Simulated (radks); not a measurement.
The scandium ion Sc+ inside a hard spherical wall (all orbitals vanish at R), configuration held at [Ar] 3d1 4s1 and not refilled when levels cross. Calculated with a radial shooting solver on a logarithmic mesh with Libxc functionals: non-relativistic Kohn-Sham, r2SCAN, spin-polarised, spherical densities, point nucleus; open shells are filled with parallel spins first; meta-GGA in the generalised Kohn-Sham scheme. Eigenvalues in eV for spin up, with the zero of energy where the potential of the charges vanishes at infinity; a dash marks a level that is unbound or too diffuse for the functional's potential to be trusted. A positive occupied level is held by the wall or, in an anion where self-interaction has pushed it up, behind a barrier. The pressure on the wall is -dE/dV.

[
 {"R (bohr)": "free", "E (hartree)": "-760.33246", "kinetic (hartree)": "759.636", "e(3s)": "-63.886", "e(3p)": "-42.095", "e(4s)": "-10.356", "e(3d)": "-10.354", "e(4p, empty)": "-6.615", "e(5s, empty)": "-", "pressure (GPa)": "0"},
 {"R (bohr)": "20", "E (hartree)": "-760.33246", "kinetic (hartree)": "759.636", "e(3s)": "-63.886", "e(3p)": "-42.095", "e(4s)": "-10.356", "e(3d)": "-10.354", "e(4p, empty)": "-6.615", "e(5s, empty)": "-", "pressure (GPa)": "< 0.0001"},
 {"R (bohr)": "15", "E (hartree)": "-760.33246", "kinetic (hartree)": "759.636", "e(3s)": "-63.886", "e(3p)": "-42.095", "e(4s)": "-10.356", "e(3d)": "-10.354", "e(4p, empty)": "-6.615", "e(5s, empty)": "-1.776", "pressure (GPa)": "< 0.0001"},
 {"R (bohr)": "10", "E (hartree)": "-760.33237", "kinetic (hartree)": "759.637", "e(3s)": "-63.879", "e(3p)": "-42.087", "e(4s)": "-10.350", "e(3d)": "-10.347", "e(4p, empty)": "-6.593", "e(5s, empty)": "-0.767", "pressure (GPa)": "0.00325"},
 {"R (bohr)": "7", "E (hartree)": "-760.32615", "kinetic (hartree)": "759.686", "e(3s)": "-63.628", "e(3p)": "-41.841", "e(4s)": "-10.087", "e(3d)": "-10.129", "e(4p, empty)": "-6.006", "e(5s, empty)": "4.255", "pressure (GPa)": "0.395"},
 {"R (bohr)": "4", "E (hartree)": "-760.06093", "kinetic (hartree)": "760.752", "e(3s)": "-60.459", "e(3p)": "-38.782", "e(4s)": "-2.442", "e(3d)": "-6.874", "e(4p, empty)": "4.921", "e(5s, empty)": "46.427", "pressure (GPa)": "51.2"},
 {"R (bohr)": "3.5", "E (hartree)": "-759.80276", "kinetic (hartree)": "761.671", "e(3s)": "-58.724", "e(3p)": "-37.083", "e(4s)": "4.115", "e(3d)": "-4.719", "e(4p, empty)": "13.039", "e(5s, empty)": "71.012", "pressure (GPa)": "141"},
 {"R (bohr)": "3", "E (hartree)": "-759.22236", "kinetic (hartree)": "763.756", "e(3s)": "-55.624", "e(3p)": "-33.918", "e(4s)": "17.363", "e(3d)": "-0.600", "e(4p, empty)": "28.357", "e(5s, empty)": "113.11", "pressure (GPa)": "457"},
 {"R (bohr)": "2.5", "E (hartree)": "-757.72105", "kinetic (hartree)": "769.092", "e(3s)": "-49.086", "e(3p)": "-26.909", "e(4s)": "46.342", "e(3d)": "8.201", "e(4p, empty)": "59.739", "e(5s, empty)": "191.82", "pressure (GPa)": "1820"},
 {"R (bohr)": "2", "E (hartree)": "-753.14322", "kinetic (hartree)": "784.078", "e(3s)": "-32.522", "e(3p)": "-8.784", "e(4s)": "116.51", "e(3d)": "29.040", "e(4p, empty)": "131.32", "e(5s, empty)": "357.40", "pressure (GPa)": "9330"},
 {"R (bohr)": "1.5", "E (hartree)": "-736.29192", "kinetic (hartree)": "830.926", "e(3s)": "20.666", "e(3p)": "47.356", "e(4s)": "312.97", "e(3d)": "84.445", "e(4p, empty)": "321.08", "e(5s, empty)": "768.34", "pressure (GPa)": "66500"}
]
